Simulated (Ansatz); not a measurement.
Consider the ligand exchange at the Si–Te bond: `[NH2][AlH][SiH2][TeH]` + H₂S → `[NH2][AlH][SiH2]S` + H₂Te.

Computed with Ansatz on PBE0-D4/def2-TZVP structures; ΔE is electronic, products minus reactants. CCSD(T)/CBS is the MP2 limit (def2-TZVPP, def2-QZVPP) plus CCSD(T) − MP2 in def2-TZVPP, frozen cores. This one scheme is used for every species. Functionals use def2-TZVPP. B3LYP here is the variant with VWN-RPA as its local correlation; programs differ in this. Elements past krypton have def2 core potentials. For Te outer-core shells are correlated without core-valence functions, which leaves a few kJ/mol of doubt a bond. One conformer a species, not always the lowest.

`[NH2][AlH][SiH2][TeH]`:

Cartesian coordinates in Å:
```
N 0.762 0.545 2.073
Al -0.198 0.768 0.608
Si 0.491 -0.330 -1.448
Te -1.429 -1.945 -1.712
H 0.493 0.868 2.989
H 1.634 0.043 2.124
H -1.556 1.579 0.701
H 1.671 -1.231 -1.325
H 0.669 0.474 -2.689
H -2.537 -0.772 -1.320
```

H₂S:

```xyz
3

S    -0.510   -0.347    0.055
H    -0.077    0.770    0.658
H     0.587   -0.423   -0.713
```

`[NH2][AlH][SiH2]S`:

Cartesian coordinates in Å:
```
N 1.241 1.055 -1.660
Al 0.980 -0.016 -0.280
Si -1.123 0.097 0.966
S -1.894 -1.918 1.101
H 0.589 1.752 -1.980
H 2.057 1.044 -2.252
H 2.109 -1.076 0.069
H -1.027 0.710 2.324
H -2.207 0.826 0.249
H -0.726 -2.475 1.462
```

H₂Te:

Z-matrix (Å, degrees):
```
Te
H 1 1.656
H 1 1.656 2 90.4
```

| level | ΔE (kcal/mol) | difference from CCSD(T)/CBS |
| --- | --- | --- |
| PBE-D4 | 3.8 | -0.6 |
| PBE0-D4 | 3.9 | -0.5 |
| ωB97X-V | 2.6 | -1.8 |
| ωB97M-V | 2.8 | -1.6 |
| B2PLYP | 2.8 | -1.6 |
| r2SCAN | 3.2 | -1.2 |
| PBE0 | 3.4 | -1.0 |
| B3LYP | 2.2 | -2.2 |
| HF/def2-TZVPP | 1.8 | -2.6 |
| MP2/def2-TZVPP | 4.4 | 0.0 |
| CCSD/def2-TZVPP | 2.9 | -1.5 |
| HF/def2-QZVPP | 1.8 | -2.6 |
| MP2/def2-QZVPP | 5.0 | 0.6 |
| SCS-MP2/def2-QZVPP | 4.0 | -0.4 |
| MP2/CBS(def2) | 5.5 | 1.1 |
| CCSD/CBS(def2) | 4.0 | -0.4 |
| CCSD(T)/CBS | 4.4 | 0 |

Largest T1 diagnostic among the species: 0.013.

In def2-TZVPP, CCSD(T) changes the Hartree–Fock value by +1.5 kcal/mol (the triples alone add +0.3 kcal/mol) and MP2 by +2.6 kcal/mol. The D4 term adds +0.9 kcal/mol with B3LYP and +0.5 kcal/mol with PBE0; it sums over pairs of atoms, weighted by their polarisabilities, and B3LYP, whose exchange is more repulsive, gets the larger term.
